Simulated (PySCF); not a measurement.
Precursor series Mo F-OH. All species are isolated molecules in the gas phase. One relaxed conformer stands for each flexible species; it need not be the lowest.

The LUMO from two functionals at the same geometries (TPSS-D3(BJ)/def2-SVP), both in PySCF: PBE-D3(BJ)/def2-TZVP and TPSSh-D3(BJ)/def2-TZVP. 

| species | TPSSh-D3(BJ)/def2-TZVP (eV) |
|---|---|
| 0 of 6 F replaced by OH | -6.21 |
| 1 of 6 F replaced by OH ([Mo(F)5(OH)]) | -5.49 |
| 2 of 6 F replaced by OH ([Mo(F)4(OH)2]) | -4.89 |
| 3 of 6 F replaced by OH | -4.68 |
| 4 of 6 F replaced by OH | -4.15 |
| 5 of 6 F replaced by OH | -3.97 |
| 6 of 6 F replaced by OH ([Mo(OH)6]) | -3.99 |

### Question
What does PBE-D3(BJ)/def2-TZVP give for each?

### Answer

- 0 of 6 F replaced by OH: -6.31
- 1 of 6 F replaced by OH ([Mo(F)5(OH)]): -5.63
- 2 of 6 F replaced by OH ([Mo(F)4(OH)2]): -5.04
- 3 of 6 F replaced by OH: -4.87
- 4 of 6 F replaced by OH: -4.36
- 5 of 6 F replaced by OH: -4.19
- 6 of 6 F replaced by OH ([Mo(OH)6]): -4.21
Over these rows, drawn at random from the members with no instability flagged (it was tested for open shells, ions and some series alone), PBE minus TPSSh-D3(BJ): mean -0.18 eV, from -0.23 eV to -0.10 eV.
